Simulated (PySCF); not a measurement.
Species: C6H13NS.
Atom-mapped SMILES: `[CH3:1][CH2:2][S:3][CH2:4][CH2:5]/[CH:6]=[N:7]/[CH3:8]` (hydrogens: H9, H10, H11 on C1; H12, H13 on C2; H14, H15 on C4; H16, H17 on C5; H18 on C6; H19, H20, H21 on C8)

Theory: PBE0-D3(BJ)/def2-SVP geometry optimisation, gas phase (PySCF).

Entries marked ? are missing. Bonds in one row agree within 0.01 Å.

```json
{"coordinate": "C1–C2", "value": "?"}
{"coordinate": "C2–S3", "value": "1.816 Å"}
{"coordinate": "S3–C4", "value": "?"}
{"coordinate": "C4–C5", "value": "1.526 Å"}
{"coordinate": "C5–C6", "value": "?"}
{"coordinate": "C6=N7", "value": "?"}
{"coordinate": "N7–C8", "value": "1.435 Å"}
{"coordinate": "C1–H9, C1–H10, C1–H11", "value": "1.101 Å"}
{"coordinate": "C2–H12, C2–H13", "value": "1.102 Å"}
{"coordinate": "C4–H14, C4–H15", "value": "1.101 Å"}
{"coordinate": "C5–H16, C5–H17", "value": "1.103 Å"}
{"coordinate": "C6–H18", "value": "1.111 Å"}
{"coordinate": "C8–H19, C8–H20, C8–H21", "value": "1.105 Å"}
{"coordinate": "C1–C2–S3", "value": "?"}
{"coordinate": "C2–S3–C4", "value": "?"}
{"coordinate": "S3–C4–C5", "value": "115.6°"}
{"coordinate": "C4–C5–C6", "value": "?"}
{"coordinate": "C5–C6–N7", "value": "122.0°"}
{"coordinate": "C6–N7–C8", "value": "118.4°"}
```

Fill in the missing values.

- C1–C2 = 1.516 Å, drawn single (methyl carbon to sp3 carbon bound to sulfur); equal to the sum of covalent radii, 1.52 Å.
- S3–C4 = 1.817 Å, drawn single (sulfide sulfur to sp3 carbon bound to sulfur); 0.01 Å above the sum of covalent radii, 1.81 Å.
- C5–C6 = 1.496 Å, drawn single (chain CH2 carbon to imine carbon); 0.01 Å above the sum of covalent radii, 1.49 Å.
- C6=N7 = 1.265 Å, drawn double (imine carbon to imine nitrogen); 0.17 Å below the sum of covalent radii, 1.44 Å.
- C1–C2–S3 = 114.8°, at the sp3 carbon bound to sulfur; the outer atoms are 2.812 Å apart.
- C2–S3–C4 = 101.8°, at the sulfide sulfur; the outer atoms are 2.819 Å apart.
- C4–C5–C6 = 113.7°, at the chain CH2 carbon; the outer atoms are 2.530 Å apart.

Radii are Cordero's, carbon taken as 0.76, 0.73 or 0.69 Å for four, three, and two or fewer neighbours.

Whether it is a minimum is left open (no frequencies). The numbers are those of one conformer (C1–C2–S3–C4 -67°, C2–S3–C4–C5 -66°, S3–C4–C5–C6 -61°, C4–C5–C6–N7 -126°).
